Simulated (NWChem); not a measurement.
System: SiHSeCl₂F; SMILES F[Si](Cl)(Cl)[SeH]

```xyz
6

F      0.0490     0.8179     1.8537
Si    -0.0024     0.4972     0.2834
Cl     1.5795     1.5122    -0.5458
Cl    -1.7725     1.2200    -0.4551
Se     0.0433    -1.7323    -0.1203
H      1.4017    -1.8720     0.4558
```
Atoms are numbered in this order, from 1.

Program: NWChem. Coordinates come from a B3LYP/6-31G* (spherical d) optimisation. Vertical excitations in the gas phase; the lowest state need not have the same character in each row.

For level B3LYP/def2-SVP, TDA:

| Property | Value |
|---|---|
| lowest excitation, singlet (eV) | 5.41 |
| orbital gap (eV) | 6.66 |

Task: How do the values read with level PBE/def2-SVP, TDA instead?

Result: 
| Quantity | Result |
|---|---|
| lowest excitation, singlet (eV) | 5.20 |
| orbital gap (eV) | 5.00 |
